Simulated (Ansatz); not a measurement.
Compare A (`F[SiH2]N[SiH2]Cl`) with its isomer B (`F[SiH](Cl)N[SiH3]`).

Program: Ansatz. Geometries: PBE0-D4/def2-TZVP. ΔE: electronic, gas phase. CBS: MP2 limit from def2 TZ/QZ plus the TZ coupled-cluster correction, frozen cores. DFT in def2-TZVPP. B3LYP here is the variant with VWN-RPA as its local correlation; programs differ in this. Each species was taken in one conformer, which may not be the lowest.

Q: Which is lower in electronic energy at CCSD(T)/CBS, and by how much? (An estimate is asked.)

A: Computed: A, by 0.1 kcal/mol. So small a gap doesn't settle the order.

Q: Give E(B) − E(A) in kcal/mol with CCSD(T)/def2-TZVPP, PBE0-D4, PBE-D4, ωB97M-V, B3LYP, MP2/def2-TZVPP, B2PLYP. (An estimate is asked.)

A: The calculation gave: CCSD(T)/def2-TZVPP -0.1, PBE0-D4 -0.1, PBE-D4 0.0, ωB97M-V -0.2, B3LYP 0.2, MP2/def2-TZVPP 0.2, B2PLYP 0.2. The order is the other way round with ωB97M-V.

Q: Does the order hold for the free energy at 298.15 K (harmonic terms from PBE0-D4)? (Estimate.)

A: The calculation gave: No: G(B) − G(A) = -0.5 kcal/mol, for one conformer each. Modes under 60 cm⁻¹, often nearly free rotors, make the harmonic entropy too high.

Largest T1 diagnostic: 0.011.

Leaving LDA and LC-ωPBE aside and taking each functional with its dispersion term where it has one, the values, not all of them listed here, spread over 0.9 kcal/mol, from B97M-V to BLYP-D4.
